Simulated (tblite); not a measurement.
Start geometry of `C=C([CH]C)C1CC1` [radical] from a force field or distance geometry (Å):
```
atom  x, y, z in Å
C1     0.686    1.615    0.902
C2     0.187    0.553    0.238
C3     1.028   -0.237   -0.704
C4     2.335   -0.676   -0.168
C5    -1.222    0.165    0.520
C6    -1.704   -1.155   -0.059
C7    -2.173    0.170   -0.662
H8     1.707    1.962    0.766
H9     0.015    2.148    1.597
H10    1.070    0.217   -1.711
H11    2.792   -1.356   -0.938
H12    2.164   -1.310    0.743
H13    3.059    0.126    0.053
H14   -1.589    0.338    1.533
H15   -2.459   -1.668    0.561
H16   -0.930   -1.742   -0.553
H17   -3.217    0.462   -0.452
H18   -1.758    0.394   -1.678
```

Problem. What comes out of this run: GFN2-xTB geometry optimisation, gas phase in tblite?

Solution. 
```
atom  x, y, z in Å
C1     0.7538    1.2557    1.3613
C2     0.2170    0.4061    0.4234
C3     0.9961   -0.3423   -0.4487
C4     2.4821   -0.3153   -0.4889
C5    -1.2679    0.2990    0.3667
C6    -1.9536   -1.0134    0.0974
C7    -2.0009    0.0722   -0.9270
H8     1.8139    1.3823    1.4749
H9     0.1232    1.8212    2.0232
H10    0.5129   -1.0112   -1.1423
H11    2.8515   -0.8252   -1.3754
H12    2.9039   -0.8134    0.3883
H13    2.8609    0.7070   -0.4908
H14   -1.7616    0.9498    1.0783
H15   -2.8519   -1.2411    0.6513
H16   -1.3363   -1.8775   -0.0949
H17   -2.9329    0.5953   -1.0798
H18   -1.4192   -0.0430   -1.8285
```

The energy falls by 109.4 kJ/mol over 109 L-BFGS steps, the largest force on an atom goes from 1.92 to 0.008 eV/Å, and the atoms move by 0.688 Å rms after alignment. The bond that changes most is C2–C3 (ends: carbon bonded to 3 C; carbon bonded to 2 C and H), which shortens by 0.101 Å. Bonds longer at the end by more than 0.005 Å: 2 of 18; shorter: 15. Among the angles that change most is C2–C3–C4, from 115.3° to 124.6°. Among the dihedrals that turn most is C5–C2–C3–H10, from 99° to -1°. Rotational constants go from 4431, 1893, 1520 to 4744, 1794, 1463 MHz. The orientation of the end geometry is arbitrary; only internal coordinates are fixed.

Its GFN2-xTB frequencies are all real (lowest 52 cm⁻¹). 3 starts were optimised and ended at 0.00, 0.14 and 0.20 kcal/mol (GFN2-xTB); the lowest of these is shown.

One conformer stands for the species.

These are computed values.
